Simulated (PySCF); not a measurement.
## Electron correlation in Ag(2+) (silver, charge +2)

[Kr] 4d8 5p1, one real determinant (an excited configuration). Calculation: PySCF 2.14, in aug-cc-pVDZ-PP with ECP28MDF; scalar relativity through the core potential. Frozen: 4s2 4p6; 9 electrons correlated.

```csv
level,correlation energy (mhartree)
CCSD,-190.99
(T),-3.20
CCSD(T),-194.19
```

Diagnostics: T1 = 0.0079, D1 = 0.0303, largest double amplitude 0.052.

The real determinant used has ⟨L²⟩ near 14 against 20 for a pure G term, so it mixes terms.

Cost of the coupled-cluster step: roughly 5 core-seconds, for 9 correlated electrons.

Iterations:

```
CC2 = 0
CCSD nocc = (np.int64(6), np.int64(3)), nmo = (50, 50)
frozen orbitals [[0, 1, 2, 3], [0, 1, 2, 3]]
max_cycle = 100
direct = 0
conv_tol = 1e-08
conv_tol_normt = 1e-06
diis_space = 8
diis_start_cycle = 0
Init t2, MP2 energy = -0.187935699222105
Init E_corr(UCCSD) = -0.187935699222353
cycle = 1  E_corr(UCCSD) = -0.188322576585249  dE = -0.000386877363  norm(t1,t2) = 0.0294201
cycle = 2  E_corr(UCCSD) = -0.189593105363023  dE = -0.00127052878  norm(t1,t2) = 0.0140181
cycle = 3  E_corr(UCCSD) = -0.190435533408271  dE = -0.000842428045  norm(t1,t2) = 0.0097601
cycle = 4  E_corr(UCCSD) = -0.190713801242198  dE = -0.000278267834  norm(t1,t2) = 0.00633032
cycle = 5  E_corr(UCCSD) = -0.190874773295362  dE = -0.000160972053  norm(t1,t2) = 0.00351477
cycle = 6  E_corr(UCCSD) = -0.190965025399436  dE = -9.02521041e-05  norm(t1,t2) = 0.00162196
cycle = 7  E_corr(UCCSD) = -0.190956825108388  dE = 8.20029105e-06  norm(t1,t2) = 0.00108905
cycle = 8  E_corr(UCCSD) = -0.190973744403283  dE = -1.69192949e-05  norm(t1,t2) = 0.000890815
cycle = 9  E_corr(UCCSD) = -0.190989564382329  dE = -1.5819979e-05  norm(t1,t2) = 0.000425893
cycle = 10  E_corr(UCCSD) = -0.190989200101479  dE = 3.64280849e-07  norm(t1,t2) = 0.000154275
cycle = 11  E_corr(UCCSD) = -0.190989479484249  dE = -2.79382769e-07  norm(t1,t2) = 3.67988e-05
cycle = 12  E_corr(UCCSD) = -0.19098964983244  dE = -1.70348191e-07  norm(t1,t2) = 9.90474e-06
cycle = 13  E_corr(UCCSD) = -0.190989553047628  dE = 9.6784812e-08  norm(t1,t2) = 3.86546e-06
cycle = 14  E_corr(UCCSD) = -0.19098956387446  dE = -1.08268319e-08  norm(t1,t2) = 1.41179e-06
cycle = 15  E_corr(UCCSD) = -0.190989561097841  dE = 2.77661846e-09  norm(t1,t2) = 4.86409e-07
UCCSD converged
E(UCCSD) = -144.7765861649658  E_corr = -0.1909895610978412
UCCSD(T) correction = -0.00320361962790323
```

The reference is one real determinant that mixes LS terms of this configuration.
